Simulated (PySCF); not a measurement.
CuI, SMILES [Cu][I], multiplicity 1. Atoms are numbered in the order given.

```xyz
2

Cu     0.0000     0.0000    -1.5356
I      0.0000     0.0000     0.8403
```
Charge 0, spin multiplicity 1.

The structure is a stationary point at PBE0-D3(BJ)/def2-TZVP. The spin state was assumed, not searched. The def2 effective core potentials stand for the cores of I; spin–orbit coupling is left out.

Method: r2SCAN/def2-TZVPD in PySCF.

Mulliken values depend strongly on the basis, most of all with diffuse functions as here. ESP charges are fitted to the potential on shells at 1.4 to 2.0 van der Waals radii. Atomic charges (e):

| atom | Mulliken | ESP fit |
|---|---|---|
| Cu1 | 0.18 | ? |
| I2 | -0.18 | ? |

**Question.** Fill in the missing entries. (The exact figures need the calculation; the answer reports its results.)

**Answer.** 
- Cu1, ESP fit: 0.43
- I2, ESP fit: -0.43
